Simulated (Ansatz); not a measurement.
Two isomers of CH10N2Si2: A = `CN[SiH2][SiH2]N`, B = `N[SiH2]C(N)[SiH3]`.

Calculated with Ansatz (gas phase, PBE0-D4/def2-TZVP geometries, no zero-point term in ΔE). CBS: MP2 limit from def2 TZ/QZ plus the TZ coupled-cluster correction, frozen cores. DFT in def2-TZVPP. B3LYP here is the variant with VWN-RPA as its local correlation; programs differ in this. Each species was taken in one conformer, which may not be the lowest.

Problem. Which is lower in electronic energy at CCSD(T)/CBS, and by how much? (An estimate is asked.)

Solution. Computed: A, by 48.0 kJ/mol.

Problem. Give E(B) − E(A) in kJ/mol with B3LYP-D4, B3LYP, PBE-D4, HF/def2-TZVPP, PBE0-D4, B2PLYP, CCSD(T)/def2-TZVPP. (An estimate is asked.)

Solution. The calculation gave: B3LYP-D4 53.8, B3LYP 56.0, PBE-D4 52.5, HF/def2-TZVPP 59.7, PBE0-D4 54.1, B2PLYP 51.9, CCSD(T)/def2-TZVPP 48.0. None reverses the order clearly.

Largest T1 diagnostic: 0.011.

In def2-TZVPP, CCSD(T) changes the Hartree–Fock value by −11.7 kJ/mol (the triples alone add −2.2 kJ/mol) and MP2 by −15.4 kJ/mol.
